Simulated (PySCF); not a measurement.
# Dipole response of Si⁺ (silicon, charge +1)

[Ne] 3s2 3p1, 2P determinant. Computed with PySCF 2.14 in dyall-av3z, with the non-relativistic Hamiltonian (point nucleus). Coupled (time-dependent) response in atomic units; α is the mean over directions.

```tsv
method	mean α (bohr³)	α xx, yy, zz	C₆ (like pair)	S(−4)
UHF	19.48	19.06, 20.32, 19.06	104.3	154.1
PBE	19.05	18.38, 20.39, 18.38	100.3	148.7
PBE0	19.02	18.47, 20.12, 18.47	100.4	146.4
M06	18.77	17.97, 20.37, 17.97	95.50	154.1
PW91	19.03	18.35, 20.40, 18.35	100.0	148.9
```

S(−4) is the Cauchy moment in α(ω) = α(0) + S(−4) ω² + …

α(iu) at PW91:

| u (hartree) | α(iu) (bohr³) |
| --- | --- |
| 0 | 19.03 |
| 0.0500 | 18.67 |
| 0.100 | 17.66 |
| 0.200 | 14.57 |
| 0.300 | 11.34 |
| 0.500 | 6.723 |
| 0.750 | 3.809 |
| 1.00 | 2.404 |
| 1.50 | 1.206 |
| 2.00 | 0.7329 |
| 3.00 | 0.3661 |
| 5.00 | 0.1548 |

A single London oscillator, α(iu) = α/(1 + u²/ω²), gives C₆ = (3/4) ω α². Matching the computed C₆ needs ω = 4 × 100.0 / (3 × 19.03²) = 0.368 hartree.

For an ion, C₆ is the dispersion term alone; charge-induced terms of lower order in 1/R come first.

The components differ because the open shell of this determinant is not spherical; for a pure term their mean is the scalar polarisability.
